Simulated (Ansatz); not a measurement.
Reaction (ligand exchange at the Al–C bond): `CO[CH2][AlH2]` + `NC[SiH2]N` → `NC[SiH2][NH][AlH2]` + `COC`

Gas-phase electronic energies from Ansatz, PBE0-D4/def2-TZVP geometries. CBS: MP2 limit from def2 TZ/QZ plus the TZ coupled-cluster correction, frozen cores. One conformer a species, not always the lowest.

| level | ΔE (kcal/mol) |
| --- | --- |
| MP2/def2-QZVPP | -31.3 |
| CCSD/CBS(def2) | -30.4 |

Problem. What does CCSD(T)/CBS give? (Best estimate.)

Solution. Computed: -30.4 kcal/mol. The listed levels differ from it by -0.9, 0.0 kcal/mol.

Largest T1 diagnostic among the species: 0.011.

From PBE to PBE0 (25 % exact exchange), in def2-TZVPP and without D4, ΔE moves by −0.7 kcal/mol.
